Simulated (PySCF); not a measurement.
A structure optimised at PBE0-D3(BJ)/def2-SVP, used in a PySCF frequency run:

```xyz
5

Cl     0.0000     1.6590     1.8830
Si     0.0000     0.0000     0.6829
Cl     0.0000    -1.6590     1.8830
I     -1.9962     0.0000    -0.6942
I      1.9962     0.0000    -0.6942
```

Task: Write its SMILES, formula and point group.

Result: Cl[Si](Cl)(I)I, Cl2I2Si, C2v

Task: What are its rotational constants (standard atomic weights)?

Result: 0.87080, 0.41886, 0.36185 GHz
